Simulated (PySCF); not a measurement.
C₃H₈BNO, SMILES C[C@@H]1CB(N)O1. Atoms are numbered in the order given.

```xyz
14

C     -2.1517     0.4353     0.1487
C     -0.9658    -0.4902    -0.0108
C      0.0902    -0.5058     1.1249
B      0.9898     0.0266    -0.0760
N      2.3187     0.4023    -0.2936
O     -0.0277     0.0131    -1.0151
H     -1.8193     1.4388     0.4603
H     -2.6973     0.5346    -0.8028
H     -2.8449     0.0441     0.9109
H     -1.3002    -1.4993    -0.3100
H      0.3175    -1.4992     1.5382
H     -0.1241     0.1906     1.9497
H      2.6533     0.7089    -1.1995
H      3.0211     0.3920     0.4329
```

Geometry: B3LYP-D3(BJ)/def2-SVP. The structure was generated by enumeration; whether it is a known compound was not checked. The values are those of a single conformer.

Method: PBE0/pcSseg-1 in PySCF.

GIAO shieldings, no solvent; atoms listed in one row are averaged. δ = σ(ref) − σ: ¹³C against TMS (σ = 186.3 ppm); ¹¹B against BF3 (σ = 88.8 ppm); ¹⁵N against NH3 (σ = 267.4 ppm); ¹⁷O against H2O (σ = 334.2 ppm); ¹H against TMS (σ = 31.56 ppm), references at their B3LYP-D3(BJ)/def2-TZVP geometries, non-relativistic.

Estimate the chemical shifts. (An estimate is asked for; the answer gives what the named calculation found.)


| nucleus | atoms | count | δ (ppm) |
|---|---|---|---|
| ¹³C | C2 | 1 | 77.7 |
| ¹³C | C1 | 1 | 28.1 |
| ¹³C | C3 | 1 | 21.5 |
| ¹¹B | B4 | 1 | 21.6 |
| ¹⁵N | N5 | 1 | 71.8 |
| ¹⁷O | O6 | 1 | 201.5 |
| ¹H | H10 | 1 | 4.85 |
| ¹H | H13 | 1 | 3.07 |
| ¹H | H14 | 1 | 2.85 |
| ¹H | H11 | 1 | 1.83 |
| ¹H | H7, H8, H9 | 3 | 1.59 |
| ¹H | H12 | 1 | 1.18 |
